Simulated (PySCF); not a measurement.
B(F)2(NH2) (BF₂H₂N), SMILES NB(F)F.

Geometry: B3LYP-D3(BJ)/def2-SVP. One conformer was computed; it need not be the lowest.

The numbers are results of CAM-B3LYP/def2-TZVPD in PySCF, not measurements.

Isolated molecule, no solvent.

Question: Estimate the frontier levels, gap, dipole moment and polarisability. (An estimate is asked for; the answer gives what the named calculation found.)

Answer: 
The highest occupied level is -10.19 eV and the lowest empty level comes out as 0.32 eV. The orbital gap comes out as 10.51 eV and the dipole moment is 2.72 D. The quadrupole, principal values (traceless, Buckingham form, about the centre of nuclear charge) is -2.46, -1.18, 3.64 D·Å. The mean static polarisability is 24.6 bohr³ (3.64 Å³) and the polarisability, principal values is 20.8, 24.6, 28.3 bohr³.
